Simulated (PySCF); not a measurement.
Species: BH6NO3Si.
Numbering: `[NH2:1][SiH2:2][O:3][B:4]([OH:5])[OH:6]` (hydrogens: H7, H8 on N1; H9, H10 on Si2; H11 on O5; H12 on O6)

A PySCF run (density fitting, gas phase, GFN2-xTB geometry) gave HOMO -8.37 eV, LUMO 2.20 eV, dipole 0.66 D.

**Question.** Which of these levels was it?
A. BHandHLYP/STO-3G
B. PBE0/pcSseg-1
C. wB97X/def2-SVPD
D. CAM-B3LYP/6-31G*
E. PBE0/def2-SVPD

**Answer.** D. It is CAM-B3LYP/6-31G*. All candidates on this geometry:

| level and settings | kind | basis functions | SCF cycles | E (Eh) | HOMO (eV) | LUMO (eV) | dipole (D) |
| --- | --- | --- | --- | --- | --- | --- | --- |
| PBE0/def2-SVPD | global hybrid | 181 | 13 | -597.8535 | -7.38 | -0.02 | 0.51 |
| PBE0/pcSseg-1 | global hybrid | 139 | 13 | -598.1073 | -7.25 | 0.91 | 0.62 |
| CAM-B3LYP/6-31G*, damping 0.3 at the start, DIIS from the seventh cycle | range-separated hybrid | 100 | 11 | -598.4558 | -8.37 | 2.20 | 0.66 |
| wB97X/def2-SVPD, level shift 0.1 Eh | range-separated hybrid | 181 | 11 | -598.2332 | -9.86 | 1.68 | 0.52 |
| BHandHLYP/STO-3G | global hybrid | 40 | 11 | -590.8860 | -5.42 | 7.97 | 1.00 |

The nearest other candidate, by the summed differences of HOMO and LUMO, is wB97X/def2-SVPD: its HOMO differs by -1.49 eV and its LUMO by -0.52 eV. Cycle counts include a coarse-grid stage where the run had one. All basis functions are spherical, in the Pople sets too.
